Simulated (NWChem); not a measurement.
System: TaHSOF₂; SMILES [OH][Ta]([F])([F])=[S]

```xyz
6

Ta     0.0675     0.1111     0.0000
S      0.0175    -2.0460     0.0000
F      0.9374     0.6846     1.5582
F      0.9374     0.6846    -1.5582
O     -1.7011     0.7310     0.0000
H     -2.5873     0.3553     0.0000
```
Atoms are numbered in this order, from 1.

Level: PBE0/def2-SVP with def2 effective core potentials on Ta (NWChem), optimised geometry, unscaled harmonic frequencies. def2 effective core potentials on Ta; no spin-orbit coupling.

| frequency (cm⁻¹) | IR intensity (km/mol) |
|---|---|
| 160 | 14.5 |
| 168 | 0.3 |
| 186 | 8.5 |
| 191 | 0.0 |
| 197 | 1.1 |
| 406 | 133.4 |
| 494 | 203.5 |
| 557 | 69.5 |
| 697 | 104.3 |
| 702 | 126.6 |
| 761 | 89.9 |
| 3932 | 314.9 |

* **zero-point energy**: 12.1 kcal/mol
* **thermal correction to the enthalpy at 298.15 K (with zero-point energy)**: 17.0 kcal/mol
* **heat capacity Cv**: 21.5 cal/(mol K)
* **entropy at 298.15 K and 1 atm (symmetry number 1)**: 85.0 cal/(mol K)

Rigid rotor and harmonic oscillator.
